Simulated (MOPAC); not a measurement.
Input for MOPAC: PM7 on AgC, 2S+1 = 4, a spin state set in the input, which need not be the lowest, a point of a bond scan (R = 2.073 Å).

```
PM7 1SCF PRECISE CHARGE=0 UHF MS=1.5 THREADS=1
CAg

Ag     0.00000000 1     0.00000000 1     0.00000000 1
C      0.00000000 1     0.00000000 1     2.07289400 1
```

Program output:

```
*******************************************************************************
 **                                                                           **
 **                              MOPAC v23.2.5                                **
 **                                                                           **
 *******************************************************************************
 ** MOPAC's Digital Object Identifier: https://doi.org/10.5281/zenodo.6511958 **
 **                                                                           **
 ** Please cite the open-source release paper for use of this MOPAC version:  **
 ** J. E. Moussa and J. J. P. Stewart (2026)                                  **
 ** MOPAC: An open-source semiempirical molecular orbital program             **
 ** J. Open Source Softw., 11(119), 8025, https://doi.org/10.21105/joss.08025 **
 *******************************************************************************

                              PM7 CALCULATION RESULTS

 *******************************************************************************
 *  PM7        - The PM7 Hamiltonian to be used
 *  UHF        - UNRESTRICTED HARTREE-FOCK CALCULATION
 *
 *
 *
 *                 CHARGE ON SYSTEM = 0
 *
 *
 *
 *  MS=        - IN MECI, MAGNETIC COMPONENT OF SPIN =  1.5
 *  PRECISE    - TIGHTER CRITERIA TO BE USED
 *  1SCF       - DO 1 SCF AND THEN STOP
 *  THREADS=1  - MULTI-THREADING NOT USED
 *  T=         - A TIME OF 172800.0 SECONDS REQUESTED
 *  DUMP=N     - RESTART FILE WRITTEN EVERY 7200.0 SECONDS REQUESTED
 *******************************************************************************
PM7 1SCF PRECISE CHARGE=0 UHF MS=1.5 THREADS=1
 CAg

   ATOM   CHEMICAL          X               Y               Z
  NUMBER   SYMBOL      (ANGSTROMS)     (ANGSTROMS)     (ANGSTROMS)

     1      Ag          0.00000000  *   0.00000000  *   0.00000000  *
     2       C          0.00000000  *   0.00000000  *   2.07289400  *



          CARTESIAN COORDINATES

    NO.       ATOM           X           Y           Z

     1        Ag          0.0000      0.0000      0.0000
     2         C          0.0000      0.0000      2.0729

 General Reference for PM7:
 "Optimization of Parameters for Semiempirical Methods VI: More Modifications to the
 NDDO Approximations and Re-optimization of Parameters", J. J. P. Stewart, J. Mol. Mod., 1:32, 19 (2013)
 https://link.springer.com/article/10.1007/s00894-012-1667-x

           Empirical Formula: C Ag  =     2 atoms



      MOLECULAR POINT GROUP   :   C*v


          UHF CALCULATION, NO. OF ALPHA ELECTRONS =    9
                           NO. OF BETA  ELECTRONS =    6

 -------------------------------------------------------------------------------
 PM7 1SCF PRECISE CHARGE=0 UHF MS=1.5 THREADS=1
 CAg



     1SCF WAS SPECIFIED, SO BFGS WAS NOT USED
     SCF FIELD WAS ACHIEVED


                              PM7 CALCULATION
                                                       MOPAC v23.2.5 Linux




          FINAL HEAT OF FORMATION =        213.81214 KCAL/MOL =     894.59001 KJ/MOL


          COSMO AREA              =         75.95 SQUARE ANGSTROMS
          COSMO VOLUME            =         58.10 CUBIC ANGSTROMS

          IONIZATION POTENTIAL    =          7.602089 EV
          ALPHA SOMO LUMO (EV)    =         -7.602  1.836
          BETA  SOMO LUMO (EV)    =        -12.906  0.355
          NO. OF ALPHA ELECTRONS  =          9
          NO. OF BETA  ELECTRONS  =          6
          MOLECULAR WEIGHT        =        119.8790         POINT GROUP:  C*v

          MOLECULAR DIMENSIONS (Angstroms)

            Atom       Atom       Distance
            C     2   Ag     1     2.07289
            C     2   Ag     1     0.00000
           Ag     1    C     2     0.00000


          SCF CALCULATIONS        =          1





   ATOM   CHEMICAL          X               Y               Z
  NUMBER   SYMBOL      (ANGSTROMS)     (ANGSTROMS)     (ANGSTROMS)

     1      Ag          0.00000000  *   0.00000000  *   0.00000000  *
     2       C          0.00000000  *   0.00000000  *   2.07289400  *

                             CARTESIAN COORDINATES

   1   Ag        0.000000000     0.000000000     0.000000000
   2    C        0.000000000     0.000000000     2.072894000


           Empirical Formula: C Ag  =     2 atoms



      MOLECULAR POINT GROUP   :   C*v


          ALPHA EIGENVALUES
 -19.57372 -17.27878 -17.27878 -17.01082 -17.01082 -15.27165  -8.23184  -7.60209
  -7.60209   1.83613  56.07683  56.07683  57.02853


           BETA EIGENVALUES
 -19.09766 -16.95221 -16.95221 -16.66327 -16.66327 -12.90650   0.35460   3.70604
   3.70604   3.80009  56.08826  56.08826  57.04047


              NET ATOMIC CHARGES AND DIPOLE CONTRIBUTIONS

  ATOM NO.   TYPE          CHARGE      No. of ELECS.   s-Pop       p-Pop       d-Pop
    1         Ag           0.320716       10.6793     0.75172     0.02014     9.90743
    2          C          -0.320716        4.3207     1.63451     2.68621
 DIPOLE           X         Y         Z       TOTAL
 POINT-CHG.     0.000     0.000    -3.193     3.193
 HYBRID        -0.000    -0.000    -0.537     0.537
 SUM           -0.000    -0.000    -3.730     3.730


          ATOMIC ORBITAL ELECTRON POPULATIONS

     Atom    s        px        py        pz      x^2-y^2     xz        z^2       yz        xy
    1 Ag   0.75172   0.00097   0.00097   0.01819   2.00000   1.99300   1.92143   1.99300   2.00000
    2  C   1.63451   1.00602   1.00602   0.67416


                    (SZ)    =    1.500000
                    (S**2)  =    3.756797


          ATOMIC ORBITAL SPIN POPULATIONS

    Atom   Total    s     px     py     pz   x^2-y^2  xz     z^2    yz     xy
         Atomic
    1 Ag  0.3041  0.301  0.001  0.001 -0.000  0.000  0.007 -0.013  0.007 -0.000
    2  C  2.6959  0.221  0.992  0.992  0.491

 **********************
 *                    *
 * JOB ENDED NORMALLY *
 *                    *
 **********************




 == MOPAC DONE ==
```

The run finished.

Cost: roughly 0.03 core-seconds.
